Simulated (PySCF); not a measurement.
Si(F)(Cl)(Me)(OH) (CH₄ClFOSi), SMILES C[Si](O)(F)Cl. Atoms are numbered in the order given.

```xyz
9

C      1.8025    -0.1911    -0.7968
Si     0.0231    -0.0199    -0.3444
O     -0.8300    -1.2800    -0.9691
F     -0.5751     1.3754    -0.9184
Cl    -0.2398     0.0784     1.7076
H      2.2219    -1.1126    -0.3655
H      2.3796     0.6659    -0.4179
H      1.9145    -0.2346    -1.8915
H     -1.7617    -1.3651    -0.7330
```
Charge 0, spin multiplicity 1.

Geometry optimised at B3LYP-D3(BJ)/def2-SVP. The structure was generated by enumeration, and PubChem lists no compound with its InChIKey, so it may never have been made. Other conformers were not sampled.

Two levels are set side by side: PBE/pcSseg-1 (PySCF) and KT2/pcSseg-1 (PySCF). GIAO shifts against CFCl3 (¹⁹F), H2O (¹⁷O), HCl (³⁵Cl), TMS (²⁹Si), TMS (¹H), TMS (¹³C) at the same level; non-relativistic, no solvent, atoms listed together averaged. Without spin–orbit terms, shifts of atoms bonded to Cl or Br come out too high at both levels. Differences are taken from unrounded values.

```csv
quantity,PBE
δ(¹³C) of C1 (ppm),0.5
δ(²⁹Si) of Si2 (ppm),-6.3
δ(¹⁷O) of O3 (ppm),89.9
δ(¹⁹F) of F4 (ppm),-138.5
δ(³⁵Cl) of Cl5 (ppm),93.3
δ(¹H) of H9 (ppm),2.80
```

Problem. These are the PBE values. What does KT2 give? (An estimate is asked for; the answer gives what the named calculation found.)

Solution. 
```json
[
 {"quantity": "δ(¹³C) of C1 (ppm)", "KT2": "0.6", "PBE minus KT2": "-0.1"},
 {"quantity": "δ(²⁹Si) of Si2 (ppm)", "KT2": "-4.5", "PBE minus KT2": "-1.8"},
 {"quantity": "δ(¹⁷O) of O3 (ppm)", "KT2": "86.7", "PBE minus KT2": "3.2"},
 {"quantity": "δ(¹⁹F) of F4 (ppm)", "KT2": "-144.6", "PBE minus KT2": "6.1"},
 {"quantity": "δ(³⁵Cl) of Cl5 (ppm)", "KT2": "94.0", "PBE minus KT2": "-0.7"},
 {"quantity": "δ(¹H) of H9 (ppm)", "KT2": "2.85", "PBE minus KT2": "-0.05"}
]
```

Rough cost on one machine, each run with all the roots and properties that it gave: KT2 against PBE within a factor of 2.
